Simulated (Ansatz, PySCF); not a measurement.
C$_{4}$H$_{9}$O$_{3}$Si, doublet, at a GFN2-xTB geometry. Base run: CCSD(T)/STO-3G (PySCF).

The PySCF input:
```python
from pyscf import gto, scf, cc

mol = gto.M(
    atom='''
C    -1.16378327    2.32077789   -0.05444850
C    -0.20918460    1.61039233    0.46448743
Si    0.17195920   -0.25332511   -0.23780180
O     0.23081552   -0.04888493   -1.75200223
O    -1.03336833   -0.98953057    0.58055555
C    -2.35345598   -0.98209564    0.15310211
O     1.42126644   -0.66730468    0.71372810
C     2.75347124   -0.53276168    0.33469852
H    -1.42283444    3.29964269    0.33355655
H    -1.73379526    1.99095718   -0.90701580
H     0.43190449    1.84288055    1.29258962
H    -2.42452562   -1.17284166   -0.91923206
H    -2.88925905   -1.75808322    0.70236234
H    -2.81735583   -0.01255099    0.36673452
H     3.33276586   -1.29381403    0.86055344
H     3.12893806    0.45592086    0.61599108
H     2.87473949   -0.65767598   -0.74160333
''',
    basis='sto-3g',
    spin=1,
    verbose=4,
)

mf = scf.UHF(mol)
mf.kernel()

mycc = cc.CCSD(mf)
mycc.kernel()
et = mycc.ccsd_t()
print('E(CCSD(T)) = %.10f' % (mycc.e_tot + et))
```

The same geometry, method and basis name were run in Ansatz (an electronic-structure program) and PySCF, at each program's defaults and at the settings that a row names. The base is PySCF at its defaults. Differences at the defaults can come from grids, fitting, cores and function types together.

| code and settings | ΔE vs base (µEh) | basis functions | E (Eh) | SCF cycles | SCF-reference dipole (D) | outcome |
|---|---|---|---|---|---|---|
| PySCF, defaults (exact integrals, spherical functions, all electrons correlated) | 0.0 | 53 | -662.37331 | 30 | 1.96 | converged |
| Ansatz, defaults (factorised integrals, spherical functions, frozen core) | 5088 | 53 | -662.36822 | - | - | another SCF solution |
| PySCF, frozen core | 5108 | 53 | -662.36820 | 30 | 1.96 | converged |
| Ansatz, high accuracy, frozen core | 5052 | 53 | -662.36826 | - | - | another SCF solution |

A guess, shift, damping, solver or small numerical setting can't move a converged solution much, so rows marked as another SCF solution ended in a different state.

Open shells are given as the SCF converged; they aren't shown to be the lowest states, and a large step between rows can be another state.
